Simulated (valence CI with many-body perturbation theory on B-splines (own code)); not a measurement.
Ba17+: calculated level list

Method: relativistic CI+MBPT: three valence electrons over a frozen Dirac-Fock core [Kr], radial functions for each j: 7 s, 7 p, 8 d, 6 f, 4 g, 1 h, with the one-electron correlation potential Σ1 (screened to all orders), the two-electron term Σ2, the three-electron term Σ3, Breit, model QED; selected single and double excitations, second order for the rest, scaled by the run's own slope (own B-spline code, finite nucleus).

No measured spectrum was set against this ion. As an estimate, terms of the open shell hold to 2 to 4 % of their energy, and close levels can change places. Only levels of the ground parity were solved; by the run's estimate the other parity begins above the list, which can be wrong where configurations are misplaced.

Levels 1 to 19 of 19, with energies above the lowest level, 4d³ ⁴F_3/2. "Leading %" is the weight of the configuration and term that name the level; weights of strongly mixed levels are sums over their largest components and can fall short, so below about 35 % the name and the second component can differ from the true leading terms, or belong to a minority configuration.

| No. | Configuration | Term | J | E (eV) | Leading % | Second component | g |
| --- | --- | --- | --- | --- | --- | --- | --- |
| 1 | 4d³ | ⁴F | 3/2 | 0.000 | 80 | 16 % 4d³ ²D | 0.498 |
| 2 | 4d³ | ⁴F | 5/2 | 1.951 | 94 | 5 % 4d³ ²D | 1.037 |
| 3 | 4d³ | ⁴F | 7/2 | 3.396 | 81 | 16 % 4d³ ²G | 1.178 |
| 4 | 4d³ | ⁴P | 3/2 | 4.150 | 49 | 32 % 4d³ ²P | 1.389 |
| 5 | 4d³ | ⁴F | 9/2 | 4.230 | 49 | 36 % 4d³ ²G | 1.188 |
| 6 | 4d³ | ⁴P | 1/2 | 4.813 | 72 | 27 % 4d³ ²P | 2.117 |
| 7 | 4d³ | ²G | 7/2 | 6.618 | 78 | 18 % 4d³ ⁴F | 0.960 |
| 8 | 4d³ | ²H | 9/2 | 6.893 | 56 | 38 % 4d³ ⁴F | 1.083 |
| 9 | 4d³ | ⁴P | 5/2 | 7.073 | 89 | 9 % 4d³ ²D | 1.549 |
| 10 | 4d³ | ²D | 3/2 | 8.101 | 46 | 39 % 4d³ ⁴P | 1.170 |
| 11 | 4d³ | ²P | 1/2 | 8.605 | 72 | 28 % 4d³ ⁴P | 1.217 |
| 12 | 4d³ | ²H | 11/2 | 9.096 | 100 |  | 1.090 |
| 13 | 4d³ | ²D | 5/2 | 9.901 | 92 | 4 % 4d³ ⁴F | 1.204 |
| 14 | 4d³ | ²G | 9/2 | 10.745 | 58 | 29 % 4d³ ²H | 1.079 |
| 15 | 4d³ | ²F | 5/2 | 11.105 | 84 | 12 % 4d³ ²D | 0.923 |
| 16 | 4d³ | ²F | 7/2 | 11.403 | 94 | 6 % 4d³ ²G | 1.128 |
| 17 | 4d³ | ²P | 3/2 | 11.948 | 58 | 30 % 4d³ ²D | 1.192 |
| 18 | 4d³ | ²D | 3/2 | 16.726 | 98 |  | 0.809 |
| 19 | 4d³ | ²D | 5/2 | 17.202 | 82 | 13 % 4d³ ²F | 1.167 |

Names give the largest LS component (configuration and term), which can be under half, so a name can repeat, a term be missing and a line seem to break the LS rules; names also repeat where a configuration has a term twice.

The ionisation energy to 4d² ³F2 of the next ion comes out as 455.72 eV (NIST: 455 ± 3 eV (theoretical)). All 19 levels together are meant to be complete up to 17.891 eV.
